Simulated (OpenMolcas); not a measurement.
How methods differ on AlCl3 (aluminium trichloride (monomer))

AlCl3 has 4 atoms, charge 0, and is taken as a singlet. As SMILES, `Cl[Al](Cl)Cl`. Geometry: relaxed at PBE0-D4/def2-TZVP.

```
atom    x (Å)    y (Å)    z (Å)
  Cl  -1.1350  -0.1084   1.7262
  Al   0.0000   0.0000   0.0000
  Cl   1.7420  -1.1040  -0.1636
  Cl  -0.6069   1.2125  -1.5626
```

Each level gives the vertical energy of the triplet above the singlet (eV). The values are calculated.

```json
{"level": "HF/6-311+G**", "kind": "Hartree–Fock", "program": "OpenMolcas", "value (eV)": "7.79", "CPU time (all runs)": "51 s"}
{"level": "SVWN5/6-311+G**", "kind": "LDA", "program": "OpenMolcas", "value (eV)": "5.60", "CPU time (all runs)": "85 s"}
{"level": "revPBE/6-311+G**", "kind": "GGA", "program": "OpenMolcas", "value (eV)": "5.60", "CPU time (all runs)": "1.9 min"}
{"level": "r2SCAN/6-311+G**", "kind": "meta-GGA", "program": "OpenMolcas", "value (eV)": "6.00", "CPU time (all runs)": "2.6 min"}
{"level": "M06-2X/6-311+G**", "kind": "hybrid meta-GGA", "program": "OpenMolcas", "value (eV)": "6.67", "CPU time (all runs)": "2.2 min"}
```

The values span 5.60 to 7.79 eV. Times are those of the runs behind each value, whatever else they computed, on shared processors of several kinds: orders of magnitude only.
